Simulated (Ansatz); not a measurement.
Worked example: NaBr + C2H7N → NaNH2 + C2H5Br

Gas-phase species: NaBr, singlet; C2H7N (ethanamine) `CCN`, singlet; NaNH2 `[NH2][Na]`, singlet; C2H5Br (bromoethane) `CCBr`, singlet. The partners trade Br for NH2: Na–Br and C–NH2 bonds give way to Na–NH2 and C–Br.

Shapes, held fixed at every level: PBE0-D4/def2-TZVP. Flexible molecules stand in one conformer, not always the lowest. Programs: Ansatz 0.2.0. The zero-point and thermal change to 298 K, harmonic and unscaled (PBE0-D4/def2-TZVP), is -11.7 kJ/mol.

At CCSD(T)/def2-TZVPP; 1 Eh = 2625.50 kJ/mol:

| species | energy (Eh) |
| --- | --- |
| NaBr | -2734.820623 |
| C2H7N | -134.942757 |
| NaNH2 | -217.894701 |
| C2H5Br | -2651.785490 |

Problem. Work out ΔH(298 K) of the reaction at this level.

Solution. 
1. Products less reactants: (-217.894701) + (-2651.785490) − [(-2734.820623) + (-134.942757)] = 0.083189 Eh = +218.4 kJ/mol.
2. With the thermal change: +218.4 + (-11.7) = +206.7 kJ/mol.

Other levels give +196.5 (PBE-D4/def2-TZVPP) to +225.4 kJ/mol (BHLYP-D4/def2-TZVPP). No measured value is set beside it here. Relativity is left out for Br. Outer-core shells of Br, Na are correlated, in sets that cover them unevenly.
